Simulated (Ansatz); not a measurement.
Program: Ansatz. Geometries: PBE0-D4/def2-TZVP. ΔE: electronic, gas phase. CBS: MP2 limit from def2 TZ/QZ plus the TZ coupled-cluster correction, frozen cores. Functionals use def2-TZVPP. For Br, Ga outer-core shells are correlated without core-valence functions, which leaves a few kJ/mol of doubt a bond. Scalar relativity is left out up to krypton.

Consider the redistribution: `[SiH3][SiH]1C=N1` + `[F][Ga]([F])[Br]` → `Br[SiH]1C=N1` + `[F][Ga]([F])[SiH3]`.

```tsv
level	ΔE (kJ/mol)
B2PLYP	-7.5
SCS-MP2/def2-TZVPP	-3.2
```

Problem. What does CCSD(T)/CBS give? (Best estimate.)

Solution. The calculation gave: -11.1 kJ/mol. The listed levels differ from it by 3.6, 7.9 kJ/mol.

Largest T1 diagnostic among the species: 0.017.

Leaving LDA and LC-ωPBE aside and taking each functional with its dispersion term where it has one, the values, not all of them listed here, spread over 10.4 kJ/mol, from ωB97M-V to PBE-QIDH. LDA lies −3.3 kJ/mol from PBE without D4. From BLYP to BHLYP (50 % exact exchange), in def2-TZVPP and without D4, ΔE moves by +3.4 kJ/mol. At CCSD(T), def2-SVP lies +20.2 kJ/mol from the extrapolated value and def2-TZVPP +10.0 kJ/mol.
